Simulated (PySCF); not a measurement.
Computed with CAM-B3LYP-D3(BJ)/def2-TZVP run with PySCF 2.14.0. All species are isolated molecules in the gas phase. One relaxed conformer stands for a flexible species; it need not be the lowest. Delta-SCF ions had no search for a lower state. Excitations are Tamm–Dancoff values on a coarser integration grid. The basis has no diffuse functions, so Rydberg states are missing or too high.

Reference species (SMILES): `[OH][In]([OH])[SH]` (neutral, multiplicity 1).

```yaml
S1 oscillator strength: 0.009
S1 excitation (TDA): 4.83 eV
brightest of the four lowest singlets (TDA): 5.82 eV
vertical ionisation energy (Delta-SCF): 10.16 eV
```

Changed species: `[OH][In]([SH])[SH]` (2 of 3 OH replaced by SH; the reference has 1 of 3 OH replaced by SH).

### Question
Predict the effect on the S1 oscillator strength, S1 excitation (TDA), brightest of the four lowest singlets (TDA) and vertical ionisation energy (Delta-SCF).

### Answer
the S1 oscillator strength stays essentially unchanged; the S1 excitation (TDA) falls by 0.06 eV, to 4.77 eV; the brightest of the four lowest singlets (TDA) rises by 0.25 eV, to 6.07 eV; the vertical ionisation energy (Delta-SCF) drops by 0.33 eV, to 9.83 eV.
